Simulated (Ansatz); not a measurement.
A search over several starts for the lowest SCF solution of InGaN₂ at the given spin, in a small basis.

```yaml
crystal:
  periodic: [false, false, false]
  atoms:
    - {symbol: Ga, position_ang: [-1.097376, 0.297998, -0.518638]}
    - {symbol: In, position_ang: [-2.395208, -1.789437, -0.059433]}
    - {symbol: N, position_ang: [2.268827, 0.775330, 0.086584]}
    - {symbol: N, position_ang: [1.223765, 0.716109, 0.491486]}
basis:
  gaussian: {orbitals: def2-SVP, initial_orbitals: start.molden}
magnetization: {spin_polarized: true, initial_magnetization: 4}
hamiltonian: {xc: pbe0, dispersion: d4}
output: {orbitals: {seedname: orbitals}}
```

The file start.molden holds the orbitals of an earlier run on this structure, at another level or in another basis.

```sh
$ ansatz run in.yaml --threads 2 --pin off --events-out ev --progress --plain --max-ram 4352MiB
```

Shortened log:

```
Functional definition: PBE0
942 factors; integrals over basis functions are off by at most 1.1e-3 eV
mean field evaluation 1: about -60509.1889 eV, gradient 4.6e0 eV
mean field evaluation 2: about -60509.3075 eV, gradient 1.8e-1 eV
mean field evaluation 4: about -60509.4278 eV, gradient 7.5e-3 eV
mean field evaluation 8: about -60487.7886 eV, gradient 4.6e1 eV
mean field evaluation 16: about -60509.3078 eV, gradient 3.3e-1 eV
mean field evaluation 32: about -60509.4278 eV, gradient 3.4e-5 eV
mean field -60509.42784039 eV, -2223.6804583709 hartree, gradient 4.8e-5 eV, S^2 6.003868; 1 other end points of the search recorded, 0 dependent functions left out
reference -60509.42786872 eV, -2223.6804594123 hartree; 35, 31 occupied and 51, 55 virtual orbitals, 942 factors
Total energy: -60509.53338461 eV, -2223.6843370497 hartree
```

Hardware: 2 threads of Intel Xeon Platinum 8488C on a shared host. Wall time 3 s.

In the def2 sets In takes a core potential; there is no spin–orbit coupling. At PBE0-D4/def2-TZVP a singlet of charge 0 lies 2.32 eV below the quintet, each at its own geometry. The structure comes from a short search, and lower isomers may exist.
